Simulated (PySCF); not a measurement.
## Spin-rotation constants: `C/C=[C](\Cl)[AlH][F]`, C₃H₅AlClF

Geometry:
| atom | x (Å) | y (Å) | z (Å) |
| --- | --- | --- | --- |
| C1 | -1.964 | 0.027 | -0.315 |
| C2 | -0.523 | -0.197 | -0.612 |
| C3 | 0.533 | 0.019 | 0.174 |
| Cl4 | 0.295 | 0.663 | 1.855 |
| Al5 | 2.453 | -0.079 | 0.360 |
| F6 | 3.365 | 1.212 | -0.168 |
| H7 | -2.539 | -0.902 | -0.459 |
| H8 | -2.116 | 0.381 | 0.714 |
| H9 | -2.388 | 0.772 | -1.007 |
| H10 | -0.277 | -0.588 | -1.608 |
| H11 | 3.211 | -1.289 | 1.019 |

Theory: PySCF, GIAO B3LYP/aug-pcSseg-1 magnetisability, rotational g tensor and spin-rotation constants, non-relativistic, gas phase. Geometry: PBE0-D3(BJ)/def2-SVP.

Q: Give the nuclear spin-rotation constants along the inertial axes (H = +C I·J) beside the isotropic shieldings.

A: Rotational constants 3.7469, 1.3106, 1.0735 GHz. A star marks the isotopologue with that one atom substituted, in its own axes.
| atom | isotope | Caa (kHz) | Cbb (kHz) | Ccc (kHz) | mean (kHz) | σ (ppm) |
| --- | --- | --- | --- | --- | --- | --- |
| Cl4 | 35Cl | 1.471 | 0.214 | 0.158 | 0.614 | 750.9 |
| Al5 | 27Al | 2.138 | 0.820 | 0.489 | 1.149 | 442.8 |
| F6 | 19F | 3.914 | 0.865 | 0.535 | 1.771 | 344.4 |
| H7 | 1H | -0.177 | -0.127 | -0.048 | -0.117 | 29.6 |
| H8 | 1H | -0.341 | 0.041 | -0.117 | -0.139 | 28.7 |
| H9 | 1H | -0.333 | -0.110 | -0.017 | -0.153 | 29.6 |
| H10 | 1H | -0.348 | 0.118 | -0.113 | -0.114 | 25.0 |
| H11 | 1H | -0.220 | -0.090 | 0.002 | -0.103 | 26.8 |
| C1 | 13C* | 0.550 | 0.216 | 0.142 | 0.303 | 163.5 |
| C2 | 13C* | 1.394 | 0.648 | 0.186 | 0.743 | 33.4 |
| C3 | 13C* | 1.309 | 0.644 | 0.254 | 0.736 | 26.6 |

For the geometry as given, no vibrational averaging.

Q: How do the rotational constants and the g tensor change when H7, H8, H9, H10, H11 are replaced by deuterium?

A: Constants 3.4098, 1.1769, 0.9779 GHz; g -0.0370, -0.0159, -0.0063, against -0.0397, -0.0177, -0.0068 before.
